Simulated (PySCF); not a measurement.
Simulated outer-valence photoelectron spectrum of `CC#[N+][GaH3-]`. The calculation used EOM-IP-CCSD/aug-cc-pVDZ in PySCF, restricted Hartree–Fock reference, 12 core orbitals frozen, non-relativistic, gas phase, PBE0-D3(BJ)/def2-SVP geometry.

Each root has a Gaussian of 0.8 eV full width with its one-hole share as area; cross sections and vibrations are left out, and the highest printed point is 100.

ionisation energy (eV), intensity and a bar:
```
      8.6          0 
      8.8          2 #
      9.0          8 ##
      9.2         24 #######
      9.4         53 ################
      9.6         82 #########################
      9.8         91 ###########################
     10.0         71 #####################
     10.2         40 ############
     10.4         15 #####
     10.6          4 #
     10.8          1 
     11.0          0 
     11.2          0 
     11.4          0 
     11.6          0 
     11.8          1 
     12.0          4 #
     12.2         13 ####
     12.4         28 ########
     12.6         41 ############
     12.8         44 #############
     13.0         37 ###########
     13.2         33 ##########
     13.4         47 ##############
     13.6         75 ######################
     13.8         92 ############################
     14.0         82 #########################
     14.2         52 ################
     14.4         23 #######
     14.6          7 ##
     14.8          2 
     15.0          0 
     15.2          0 
     15.4          0 
     15.6          2 #
     15.8          7 ##
     16.0         19 ######
     16.2         37 ###########
     16.4         55 ################
     16.6         71 #####################
     16.8         88 ##########################
     17.0        100 ##############################
     17.2         92 ############################
     17.4         63 ###################
     17.6         31 #########
     17.8         11 ###
     18.0          3 #
     18.2          0
```

Where are the maxima, and how many lines lie under the curve?

4 maxima, at 9.8, 12.7, 13.8 and 17.0 eV, from 8 lines. At this width some lines have no maximum of their own.

List the lines with their holes.

```csv
E (eV),leading hole (HF orbital),area,Koopmans (eV)
9.76,HOMO,0.94,10.24
9.76,HOMO-1,0.94,10.25
12.73,HOMO-2,0.91,13.86
13.83,HOMO-3,0.95,14.27
13.83,HOMO-4,0.95,14.27
16.44,HOMO-7,0.90,18.56
17.10,HOMO-5,0.95,18.08
17.10,HOMO-6,0.95,18.08
```

The widest gap, 2.97 eV, lies between 9.76 and 12.73 eV. Only orbitals with −ε under 21 eV, eight at most, were ionised, so the high end of the curve may lack lines.

Hardware: one thread, Arm Neoverse V2, shared host. Cost: 5.6 min of wall time.
